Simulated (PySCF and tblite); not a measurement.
Values are calculated unless marked as measured or tabulated.
Stationary points of C6H9N2PSi at GFN2-xTB, in Å:

Structure A

```
 1 P     3.802    1.138   -0.591
 2 Si    2.950   -0.772    0.229
 3 N     1.265   -0.470    0.244
 4 C     0.283   -0.815   -0.451
 5 C    -1.070   -0.276   -0.198
 6 C    -1.936   -0.898    0.696
 7 C    -3.195   -0.349    0.882
 8 N    -3.620    0.734    0.256
 9 C    -2.794    1.325   -0.589
10 C    -1.513    0.867   -0.856
11 H     5.027    0.967    0.026
12 H     3.328    1.937    0.431
13 H     3.229   -1.015    1.643
14 H     3.479   -1.859   -0.608
15 H     0.345   -1.529   -1.284
16 H    -1.629   -1.782    1.232
17 H    -3.901   -0.799    1.568
18 H    -3.179    2.212   -1.077
19 H    -0.870    1.384   -1.551
```

Structure B

```
 1 P     3.709    0.368   -1.218
 2 Si    2.985   -0.380    0.775
 3 N     1.296   -0.153    0.696
 4 C     0.287   -0.890    0.535
 5 C    -1.059   -0.338    0.437
 6 C    -2.166   -1.174    0.282
 7 C    -3.422   -0.597    0.193
 8 N    -3.630    0.707    0.246
 9 C    -2.582    1.502    0.392
10 C    -1.282    1.039    0.493
11 H     4.965    0.692   -0.739
12 H     3.247    1.659   -1.048
13 H     3.357    0.475    1.902
14 H     3.538   -1.733    0.931
15 H     0.348   -1.984    0.465
16 H    -2.043   -2.246    0.233
17 H    -4.309   -1.206    0.073
18 H    -2.804    2.561    0.430
19 H    -0.444    1.707    0.612
```

The path came from a restrained scan, a climbing-image band and a saddle search at GFN2-xTB; energies are BP86/pcSseg-1 + D3(BJ)//GFN2-xTB, thermal terms GFN2-xTB.

Which structure is a saddle point, and along which motion?

A: one imaginary mode (80i cm⁻¹ at GFN2-xTB, mostly on C4, H15, C6), along the rotation about the C5–C4 bond (torsion C6–C5–C4–N3 from -179° to -1°, rising).

Give their symmetry and energies above the lowest.

A C1, 7.7 kcal/mol; B C1, 0.0 kcal/mol.
